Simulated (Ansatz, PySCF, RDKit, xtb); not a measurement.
Dimer: CH4O (SMILES CO) (first 6 atoms) with CH2O2 (SMILES O=CO); geometry from B3LYP-D3(BJ)/def2-TZVP, rigid monomers moved along the line of their centres of mass till O2···H11 is 2.33 Å.
(charge 0, multiplicity 1):
```xyz
11

C     -0.18960    -0.35027     0.18299
O      0.48930    -0.80552     1.35223
H     -0.90401     0.44544     0.41406
H     -0.72878    -1.20179    -0.22782
H      0.51964     0.01102    -0.56554
H      0.93740    -0.05470     1.77985
O      0.78401     1.02834     4.23698
C     -0.02639     0.39421     4.87427
O     -0.68212    -0.67350     4.44877
H     -0.31040     0.64770     5.90341
H     -0.39376    -0.86479     3.51255
```

Interaction energies are E(AB) − E(A) − E(B) at the monomers' geometry in the complex; basis-set methods are counterpoise corrected. Rows marked so take none. RDKit's UFF carries no charges.

Cores are frozen in the correlated methods. Rows in 6-31G* carry no dispersion term and start afresh at each structure (6-31G* with six Cartesian d functions).

The values were computed with Ansatz (Gaussian basis) for Hartree–Fock, density functionals and correlated methods; PySCF for 6-31G* rows, the dispersion terms; RDKit for the force fields; xtb for the GFN methods. Values without a source in brackets are computed.

```
level                           interaction energy (kcal/mol)
------------------------------  -----------------------------
UFF                                                      1.10
GFN-FF                                                  -5.84
GFN2-xTB                                                -6.17
HF/aug-cc-pVDZ                                          -6.09
B3LYP/6-31G* (no counterpoise)                          -9.61
B3LYP-D3(BJ)/def2-TZVPPD                                -7.48
PBE0/def2-TZVPPD                                        -6.76
wB97X-V/def2-TZVPPD                                     -7.40
CCSD(T)/aug-cc-pVDZ                                (withheld)
```

Q: What belongs in the gaps?

A: 
- CCSD(T)/aug-cc-pVDZ, interaction energy (kcal/mol): -6.91

Ansatz is an electronic-structure program.
